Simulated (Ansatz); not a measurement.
Reaction (substitution at a C–C bond): `FCC(F)(F)CF` + H₂S → `FCS` + `FCC(F)F`

Gas-phase electronic energies from Ansatz, PBE0-D4/def2-TZVP geometries. CCSD(T)/CBS adds triple-zeta CCSD(T) − MP2 to the extrapolated MP2 energy (def2 sets, frozen cores). This one scheme is used for every species. DFT in def2-TZVPP. Each species was taken in one conformer, which may not be the lowest.

Task: Is it downhill or uphill in electronic energy at CCSD(T)/CBS, and by how much? (Best estimate.)

Result: The calculation gave: Uphill: ΔE = +0.29 eV.

Task: What do these levels give: BLYP-D4, r2SCANh-D4, B2PLYP, r2SCANh, MP2/def2-SVP, CCSD(T)/def2-TZVPP? (An estimate is asked.)

Result: Computed: BLYP-D4 0.19, r2SCANh-D4 0.28, B2PLYP 0.24, r2SCANh 0.27, MP2/def2-SVP 0.48, CCSD(T)/def2-TZVPP 0.32 eV.

Largest T1 diagnostic among the species: 0.011.

From BLYP to BHLYP (50 % exact exchange), in def2-TZVPP and without D4, ΔE moves by +0.13 eV. The D4 term adds +0.04 eV with B3LYP and +0.02 eV with PBE0; it sums over pairs of atoms, weighted by their polarisabilities, and B3LYP, whose exchange is more repulsive, gets the larger term.

B3LYP here is the variant with VWN-RPA as its local correlation; programs differ in this.
